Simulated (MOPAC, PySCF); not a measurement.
C$_{9}$H$_{9}$NSi, SMILES `[SiH3]c1cnc2ccccc2c1`, neutral singlet in the gas phase. 

Cartesian coordinates (Å):
```xyz
20

Si    -3.6105     0.4914     0.3469
C     -1.8014    -0.0329     0.2308
C     -1.4191    -1.4121     0.3456
N     -0.1799    -1.8659     0.2770
C      0.8270    -0.9613     0.0814
C      2.1695    -1.4331     0.0050
C      3.2165    -0.5449    -0.1928
C      2.9685     0.8496    -0.3223
C      1.6729     1.3404    -0.2525
C      0.5768     0.4531    -0.0501
C     -0.7759     0.8884     0.0315
H     -4.1963     0.0996     1.6772
H     -3.6917     1.9847     0.1877
H     -4.4289    -0.1695    -0.7300
H     -2.2030    -2.1779     0.5048
H      2.3316    -2.5157     0.1085
H      4.2504    -0.9183    -0.2504
H      3.8115     1.5395    -0.4786
H      1.4736     2.4192    -0.3519
H     -0.9916     1.9658    -0.0665
```
Charge 0, multiplicity 1.

All levels are single points at this geometry (PBE-D3(BJ)/def2-SVP); Pople sets use spherical d functions. Orbital energies aren't observables, and empty levels follow the basis.

M06-2X/6-31G* in PySCF gives dipole (D) = 1.94.

Problem. Estimate the dipole (D) from each of these levels: PBE-D3(BJ)/def2-TZVP in PySCF; B3LYP/6-31G* in PySCF; SVWN5/6-31G* in PySCF; HF/STO-3G in PySCF; PM7 in MOPAC.

Solution. 
| level | dipole (D) |
|---|---|
| PBE-D3(BJ)/def2-TZVP in PySCF | 1.93 |
| B3LYP/6-31G* in PySCF | 1.96 |
| SVWN5/6-31G* in PySCF | 1.95 |
| HF/STO-3G in PySCF | 1.94 |
| PM7 in MOPAC | 2.37 |
